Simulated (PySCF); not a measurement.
## Bromine: a sound run and one with changed settings

Sound run: Br [Ar] 3d10 4s2 4p5, Br⁺ [Ar] 3d10 4s2 4p4. Computed with PySCF 2.14 in x2c-TZVPall (6s5p4d1f, 48 functions), with the spin-free X2C one-electron Hamiltonian (Gaussian nucleus). In the sound run the correlated levels freeze [Ar] 3d10. The sound run starts from symmetry-adapted Hartree-Fock orbitals and uses a fine grid where one is needed.

Changed run: the non-relativistic Hamiltonian (point nucleus). This setting is unsound on purpose.

```tsv
species	method	sound run (hartree)	changed run (hartree)	converged
Br	UHF	-2604.41488	-2556.33979	yes
Br	MN15	-2607.79931	-2559.86971	yes
Br	BP86	-2606.54102	-2558.50672	yes
Br	MP2	-2604.54894	-2556.47397	yes
Br	CCSD(T)	-2604.57259	-2556.49833	yes
Br⁺	UHF	-2604.02086	-2555.94318	yes
Br⁺	MN15	-2607.36932	-2559.43671	yes
Br⁺	BP86	-2606.10201	-2558.06534	yes
Br⁺	MP2	-2604.12488	-2556.04785	yes
Br⁺	CCSD(T)	-2604.14721	-2556.07105	yes
```

Ionisation energy of Br:

| method | sound run (eV) | changed run (eV) |
| --- | --- | --- |
| UHF | 10.722 | 10.792 |
| MN15 | 11.701 | 11.782 |
| BP86 | 11.946 | 12.010 |
| MP2 | 11.539 | 11.595 |
| SCS-MP2 | 11.537 | 11.593 |
| CCSD | 11.541 | 11.594 |
| CCSD(T) | 11.575 | 11.627 |

Most of the change in total energy is the relativistic energy itself. On top of that the contraction fixes the core shape for the Hamiltonian it was made with, so the changed run is not a good calculation with the other Hamiltonian either.

For comparison, NIST gives 11.814 eV between the lowest levels.
